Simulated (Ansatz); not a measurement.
Ge2H6O2, SMILES `[OH][GeH]([OH])[GeH3]`, relaxed with RKS PBE0-D4/def2-TZVP in the Gaussian-basis code of Ansatz from a GFN2-xTB geometry. The force threshold is 0.005 eV/Å; the program also tests the step.

Charge 0, multiplicity 1.

Start:

```xyz
10

O     0.179   -1.638   -1.176
Ge   -0.244   -0.722    0.271
O    -1.978   -0.664    0.152
Ge    0.619    1.513    0.285
H     1.103   -1.714   -1.400
H     0.112   -1.619    1.463
H    -2.340   -1.322   -0.441
H    -0.110    2.440    1.202
H     2.059    1.569    0.714
H     0.599    2.157   -1.071
```

(1) By how much does the energy fall, and how many steps does the optimiser take? (Best estimate.)

(2) Which bonds change most? (An estimate is asked.)

(3) Give the relaxed structure. (Estimate.)

Answers

(1) The calculation gave: 14.49 kJ/mol, in 17 steps, 3 of them rejected.

(2) The calculation gave: Ge4–H8 from 1.494 to 1.535 Å; Ge2–O3 from 1.739 to 1.778 Å; Ge4–H9 from 1.503 to 1.536 Å; Ge4–H10 from 1.501 to 1.533 Å.

(3) The calculation gave: 
```xyz
10

O     0.476   -1.464   -1.284
Ge   -0.185   -0.665    0.170
O    -1.944   -0.532   -0.055
Ge    0.611    1.615    0.296
H     0.890   -2.305   -1.084
H     0.129   -1.593    1.372
H    -2.332   -1.344   -0.389
H    -0.087    2.348    1.451
H     2.126    1.609    0.551
H     0.316    2.330   -1.027
```
